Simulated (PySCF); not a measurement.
A PySCF script (with the pyscf-properties extension) for the NMR shieldings of SMILES COC1=C(C)CP(C)C1, C₇H₁₃OP, on a GFN2-xTB geometry:

```python
import basis_set_exchange as bse
import numpy as np
from pyscf import gto, dft
from pyscf.prop import nmr

atoms = """
C    -2.308732   -1.789146    0.024668
O    -1.905056   -0.448766   -0.085058
C    -0.619453   -0.122948    0.272943
C    -0.165523    1.125547    0.155656
C    -0.946419    2.284022   -0.373908
C     1.237877    1.348295    0.641415
P     2.019691   -0.337436    0.797609
C     2.343641   -0.612054   -1.006931
C     0.330258   -1.133154    0.856212
H    -3.368446   -1.797983   -0.228133
H    -1.771605   -2.436009   -0.678194
H    -2.179270   -2.175439    1.040633
H    -0.440546    2.723493   -1.234136
H    -1.043900    3.059161    0.386653
H    -1.936527    1.953568   -0.673487
H     1.237324    1.842886    1.618978
H     1.822340    1.972915   -0.039337
H     1.478388   -0.327884   -1.604248
H     2.582734   -1.661129   -1.173813
H     3.204004   -0.014046   -1.302015
H     0.069257   -1.357189    1.896206
H     0.349554   -2.077317    0.306654
"""
names = dict.fromkeys(["C", "O", "P", "H"], "pcSseg-1")
basis = {el: gto.basis.parse(bse.get_basis(n, elements=[el], fmt="nwchem")) for el, n in names.items()}
mol = gto.M(atom=atoms, basis=basis, charge=0, verbose=0)
mf = dft.RKS(mol, xc="PBE0")
mf.grids.level = 2
mf.grids.alignment = dft.numint.BLKSIZE   # the property module wants whole blocks of grid points
mf.conv_tol = 1e-9
mf.kernel()

calc = nmr.RKS(mf)   # GIAO
C = mf.mo_coeff
Co = C[:, mf.mo_occ > 0]
resp = mf.gen_response(singlet=True, hermi=2)
def vind(x):   # induced exchange potential for any number of trial vectors
    d = np.einsum("pi,xij,qj->xpq", C, 2 * x.reshape(-1, C.shape[1], Co.shape[1]), Co, optimize=True)
    return np.einsum("xpq,pi,qj->xij", resp(d - d.transpose(0, 2, 1)), C, Co, optimize=True).ravel()
mo1, _ = nmr.rhf.solve_mo1(calc, with_cphf=vind)
sigma = calc.kernel(mo1)
for i, s in enumerate(sigma):   # ppm
    w = np.linalg.eigvalsh((s + s.T) / 2)
    print("%2d %-2s iso %8.1f  s11 %8.1f  s22 %8.1f  s33 %8.1f" % (i, mol.atom_pure_symbol(i), w.mean(), *w))
```

**Question.** What does it print?

**Answer.** 
```
 0 C  iso    129.6  s11    104.2  s22    105.5  s33    179.2
 1 O  iso    243.9  s11    130.0  s22    296.6  s33    305.1
 2 C  iso     29.4  s11    -57.6  s22     62.4  s33     83.5
 3 C  iso     73.5  s11    -15.8  s22     93.7  s33    142.6
 4 C  iso    170.4  s11    151.5  s22    172.8  s33    186.9
 5 C  iso    148.2  s11    129.5  s22    144.6  s33    170.6
 6 P  iso    370.2  s11    319.8  s22    371.3  s33    419.6
 7 C  iso    172.4  s11    151.0  s22    175.5  s33    190.8
 8 C  iso    153.6  s11    135.9  s22    156.4  s33    168.4
 9 H  iso     27.8  s11     23.4  s22     25.8  s33     34.1
10 H  iso     27.9  s11     23.9  s22     26.0  s33     33.8
11 H  iso     27.9  s11     23.8  s22     26.1  s33     33.8
12 H  iso     30.4  s11     25.7  s22     28.6  s33     36.8
13 H  iso     30.4  s11     25.8  s22     27.7  s33     37.6
14 H  iso     29.2  s11     23.6  s22     29.8  s33     34.1
15 H  iso     29.0  s11     24.4  s22     27.0  s33     35.5
16 H  iso     30.1  s11     26.1  s22     28.5  s33     35.5
17 H  iso     30.2  s11     25.1  s22     31.4  s33     34.0
18 H  iso     31.0  s11     26.5  s22     27.8  s33     38.7
19 H  iso     31.0  s11     26.4  s22     27.6  s33     38.8
20 H  iso     28.8  s11     23.7  s22     27.5  s33     35.3
21 H  iso     29.6  s11     24.8  s22     29.1  s33     34.9
```

These numbers come from an equivalent density-fitted implementation of the same equations, which agrees with the script to about 0.01 ppm for H and up to a few tenths of a ppm for heavy atoms, so last digits may differ.

Size and cost of the density-fitted run: 225 basis functions, 91 s wall time on 1 thread of an Arm Neoverse N1, shared host.
